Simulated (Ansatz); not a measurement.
CuH, closed-shell singlet (the spin of the measured ground state), most abundant isotopes (62.9296 and 1.0078 u). Constants from fifth-degree fits in 1/R to seven points on the lowest solution found; no spin–orbit coupling, no relativity up to Kr; ω_e x_e and α_e move by some per cent with the fit.

Correlated levels freeze the inner cores; with def2 sets outer-core shells near the valence are correlated too.

Programs: Ansatz (Gaussian basis) for Hartree–Fock, density functionals and correlated methods. Each number belongs to the level named beside it.

Total energies (hartree; each atom in its lowest state at that level) and vibrational constants (cm⁻¹):

```tsv
level	E(CuH) at r_e	E(Cu)	E(H)	ω_e	ω_e x_e
PBE/def2-TZVPP	-1640.846619	-1640.244947	-0.499616	1907	35
B3LYP/def2-TZVPP	-1641.144014	-1640.542591	-0.502154	1873	33
wB97M-V/def2-TZVPP	-1640.991400	-1640.394089	-0.494111	1892	32
CCSD(T)/def2-QZVPP	-1640.340865	-1639.738674	-0.499983	1980	50
```

**Question.** Work out D_e and D₀ in eV.

**Answer.** 
D_e = E(Cu) + E(H) − E(molecule), times 27.2114 eV; D₀ = D_e − (ω_e/2 − ω_e x_e/4)/8065.54.
- PBE/def2-TZVPP: D_e = 2.777, zero point 0.117, D₀ = 2.660 eV
- B3LYP/def2-TZVPP: D_e = 2.701, zero point 0.115, D₀ = 2.586 eV
- wB97M-V/def2-TZVPP: D_e = 2.808, zero point 0.116, D₀ = 2.692 eV
- CCSD(T)/def2-QZVPP: D_e = 2.781, zero point 0.121, D₀ = 2.660 eV
No counterpoise correction is made.

Ansatz is an electronic-structure program.
